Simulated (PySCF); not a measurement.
Pb(NH2)2 (H4N2Pb), SMILES [NH2][Pb][NH2] (connectivity only; charge and spin as stated), neutral, multiplicity 1. Atoms are numbered in the order given.

```xyz
7

Pb     0.0000     0.0000     0.2831
N      0.0000    -1.5601    -1.2025
H      0.0000    -2.5523    -0.9798
H      0.0000    -1.4170    -2.2098
N      0.0000     1.5601    -1.2025
H      0.0000     1.4170    -2.2098
H      0.0000     2.5523    -0.9798
```
Charge 0, spin multiplicity 1.

Geometry: B3LYP-D3(BJ)/def2-SVP. The geometry has at least one imaginary mode, so it is a saddle point at that level. The def2 effective core potentials stand for the cores of Pb; spin–orbit coupling is left out. The values are those of a single conformer.

Calculation: PySCF with TDA-PBE0/def2-SVPD.

Vertical excitations. The molecule is in vacuum. State labels are in the subgroup C2v.

Computed excitation energies, oscillator strengths and character:
| state | symmetry | energy (eV) | λ (nm) | f | main pairs |
|---|---|---|---|---|---|
| S1 | B2 | 4.27 | 290 | 0.062 | HOMO→LUMO 93 % |
| S2 | A1 | 5.01 | 247 | 0.057 | HOMO−1→LUMO 92 % |
| S3 | B1 | 5.03 | 246 | 0.005 | HOMO→LUMO+1 58 %, HOMO−2→LUMO 41 % |
| S4 | B1 | 5.10 | 243 | 0.093 | HOMO−2→LUMO 57 %, HOMO→LUMO+1 41 % |
| S5 | A2 | 5.55 | 223 | 0.000 | HOMO→LUMO+2 62 %, HOMO→LUMO+3 23 %, HOMO−1→LUMO+1 13 % |
| S6 | A2 | 5.82 | 213 | 0.000 | HOMO→LUMO+3 54 %, HOMO−1→LUMO+1 42 % |
| S7 | A2 | 5.90 | 210 | 0.000 | HOMO−1→LUMO+1 43 %, HOMO→LUMO+2 34 %, HOMO→LUMO+3 21 % |
| S8 | A2 | 6.43 | 193 | 0.000 | HOMO−3→LUMO 99 % |
| S9 | B1 | 6.45 | 192 | 0.091 | HOMO−1→LUMO+2 53 %, HOMO−1→LUMO+3 44 % |
| S10 | B1 | 6.62 | 187 | 0.057 | HOMO−1→LUMO+3 54 %, HOMO−1→LUMO+2 43 % |
| T1 | B2 | 3.11 | 398 | 0 | HOMO→LUMO 99 % |
| T2 | A1 | 3.74 | 332 | 0 | HOMO−1→LUMO 98 % |
| T3 | B1 | 4.06 | 306 | 0 | HOMO−2→LUMO 98 % |
| T4 | B1 | 4.76 | 261 | 0 | HOMO→LUMO+1 92 % |
Triplets are in the Tamm–Dancoff approximation.
